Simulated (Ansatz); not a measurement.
Reaction (redistribution): `N#C[Si](F)(F)F` + `C[SiH]([GeH3])C#N` → `N#C[Si](F)(F)C#N` + `C[SiH](F)[GeH3]`

Gas-phase electronic energies from Ansatz, PBE0-D4/def2-TZVP geometries. CCSD(T)/CBS adds triple-zeta CCSD(T) − MP2 to the extrapolated MP2 energy (def2 sets, frozen cores). DFT in def2-TZVPP. For Ge outer-core shells are correlated without core-valence functions, which leaves a few kJ/mol of doubt a bond. Scalar relativity is left out up to krypton.

`N#C[Si](F)(F)F`:

Cartesian coordinates in Å:
```
N -0.179 -1.159 2.128
C -0.095 -0.611 1.121
Si 0.040 0.258 -0.475
F -0.873 -0.450 -1.525
F 1.525 0.221 -0.957
F -0.418 1.741 -0.293
```

`C[SiH]([GeH3])C#N`:

```xyz
12

C    -0.542   -1.219    1.220
Si    0.581   -0.343    0.017
Ge   -0.045    1.916   -0.396
C     0.484   -1.223   -1.614
N     0.392   -1.747   -2.636
H    -1.576   -1.196    0.870
H    -0.240   -2.262    1.340
H    -0.498   -0.732    2.197
H     2.005   -0.430    0.429
H     0.044    2.714    0.916
H    -1.492    1.968   -0.908
H     0.887    2.553   -1.435
```

`N#C[Si](F)(F)C#N`:

```xyz
7

N     0.409   -2.583   -0.666
C     0.431   -1.473   -0.364
Si    0.438    0.286    0.112
F     1.268    1.098   -0.936
F     1.073    0.431    1.533
C    -1.268    0.927    0.151
N    -2.351    1.315    0.171
```

`C[SiH](F)[GeH3]`:

Z-matrix (Å, degrees):
```
C
Si 1 1.858
H 1 1.094 2 110.0
H 1 1.093 2 110.7 3 119.4
H 1 1.092 2 111.3 3 -119.8
F 2 1.609 1 108.8 3 -177.7
Ge 2 2.382 1 112.3 3 62.6
H 2 1.488 1 110.4 3 -60.8
H 7 1.539 2 111.0 1 57.3
H 7 1.540 2 109.7 1 -61.8
H 7 1.537 2 111.6 1 178.4
```

```json
{"level": "PBE-QIDH", "ΔE (kJ/mol)": "50.5"}
{"level": "CCSD/def2-SVP", "ΔE (kJ/mol)": "43.4"}
```

Problem. What does CCSD(T)/CBS give? (Estimate.)

Solution. The calculation gave: +47.9 kJ/mol. The listed levels differ from it by 2.6, -4.5 kJ/mol.

Problem. What do rigid-rotor, harmonic-oscillator terms from PBE0-D4/def2-TZVP frequencies (298.15 K, 1 bar) make of the CCSD(T)/CBS value? (An estimate is asked.)

Solution. Computed: ΔZPE = -1.4 kJ/mol, ΔH = +46.9 kJ/mol, ΔS = 7 J/(mol·K), ΔG = +45.0 kJ/mol.

Largest T1 diagnostic among the species: 0.014.

From BLYP to BHLYP (50 % exact exchange), in def2-TZVPP and without D4, ΔE moves by +7.6 kJ/mol. Leaving LDA and LC-ωPBE aside and taking each functional with its dispersion term where it has one, the values, not all of them listed here, spread over 10.7 kJ/mol, from BLYP-D4 to r2SCAN0-D4. LDA lies +4.7 kJ/mol from PBE without D4. At CCSD(T), def2-SVP lies −4.6 kJ/mol from the extrapolated value and def2-TZVPP +1.2 kJ/mol.
